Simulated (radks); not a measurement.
Results of a calculation; reference values are marked as such.
The table gives one normalised radial function P(r) = r R(r) of Tb2+ in [Xe] 4f(up 6, down 3) (r in bohr). Code: a radial shooting solver on a logarithmic mesh with Libxc functionals. Model: scalar-relativistic Kohn-Sham, r2SCAN, spin-polarised, spherical densities, finite nucleus; meta-GGA in the generalised Kohn-Sham scheme; Fermi nuclear charge, rms radius 5.06 fm.

r,P
0.002048,0.0755
0.00271,0.0919
0.003586,0.1100
0.004745,0.1285
0.006278,0.1451
0.008306,0.1558
0.0109,0.1551
0.01443,0.1355
0.01909,0.0890
0.02526,0.0111
0.03342,-0.0921
0.04421,-0.1952
0.0585,-0.2494
0.0774,-0.1955
0.1024,-0.0087
0.1344,0.2327
0.1779,0.3625
0.2353,0.1928
0.3114,-0.2264
0.412,-0.5298
0.5451,-0.3384
0.7213,0.2846
0.9543,0.8628
1.263,1.0094
1.657,0.7565
2.193,0.3790
2.902,0.1216
3.839,0.0225
5.08,0.0021

Which n and l does it have? It may be an empty orbital.

Answer. n = 5, l = 0: the number of nodes gives n - l - 1 = 4, the rise at small r (about r^(l+1), flatter next to the nucleus through relativity) gives l, and the extent must fit the shell. The curve is that of 5s down; the table hardly tells the two spins apart. 5s down: eigenvalue -61.831 eV, 4 radial nodes at r = 0.0261, 0.103, 0.270, 0.642 bohr, <r> = 1.34 bohr, 90 % of the charge inside 1.94 bohr.
